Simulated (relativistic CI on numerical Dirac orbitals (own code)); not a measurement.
L2,3 absorption of iron in several valence states

Computed multiplet spectra 2p⁶3dⁿ → 2p⁵3dⁿ⁺¹ (Dirac-Coulomb-Breit ions, Slater integrals scaled by 0.8, an assumed crystal field that grows with the charge, no charge transfer; 300 K; Lorentzian 0.4 eV and Gaussian 0.3 eV FWHM at both edges, so that L2 comes out sharper than in experiment). Peaks over 5 % are given in eV from the highest peak in the L3 region of each spectrum (height, largest 100). S of the lowest state is read from ⟨S²⟩, and the branching ratio is the share of L3, cut at the minimum between the edges.

Field parameters in Wybourne normalisation: Oh B⁴₀ = 21Dq, B⁴₄ = √(5/14) B⁴₀. The field is a parameter set, without covalency.

- Fe2+ (d6, Oh, 10Dq = 16800 cm⁻¹): S = 0.03, low spin, branching ratio 0.66; peaks -2.0 (7), 0.0 (100), 2.0 (32), 12.1 (53), 13.3 (16)
- Fe3+ (d5, Oh, 10Dq = 21750 cm⁻¹): S = 2.50, high spin, branching ratio 0.77; peaks -2.7 (41), 0.0 (100), 1.5 (22), 3.7 (7), 10.5 (13), 12.3 (9), 13.2 (15), 14.7 (11)
- Fe4+ (d4, Oh, 10Dq = 26650 cm⁻¹): S = 1.19, low spin, branching ratio 0.69; peaks -4.3 (40), -2.4 (53), -0.9 (93), 0.0 (100), 1.0 (96), 9.6 (20), 10.7 (49), 11.9 (58), 14.9 (14), 16.1 (7)

Question: What spin state follows for Fe5+ in Oh, 10Dq = 31550 cm⁻¹, and does its branching ratio lie nearer 2/3 or nearer 0.8?

Answer: Fe5+ (d3, Oh, 10Dq = 31550 cm⁻¹): S = 1.50, branching ratio 0.59; peaks -4.3 (37), -2.1 (46), -0.6 (70), 0.0 (77), 0.9 (68), 1.4 (69), 4.8 (10), 5.5 (8), 7.0 (7), 9.6 (40), 10.9 (100), 12.2 (36), 13.3 (32), 14.0 (46). High-spin states, above all those with an unquenched orbital moment, raise the ratio above the statistical 2/3; low spin and nearly empty shells keep it near or below 2/3.

The centroid of the whole edge, which also moves with the branching ratio, lies at 714.8 (Fe2+), 716.2 (Fe3+), 720.3 (Fe4+), 726.0 (Fe5+) eV in this ionic model, in steps of 1.4 to 5.7 eV. Compounds show about 1 to 2 eV a unit and lower energies for the high valences, since ligands screen the charge. The multiplet shape follows the d count and the spin state, and so serves as a fingerprint of valence. Fe4+ lies at a spin crossover.
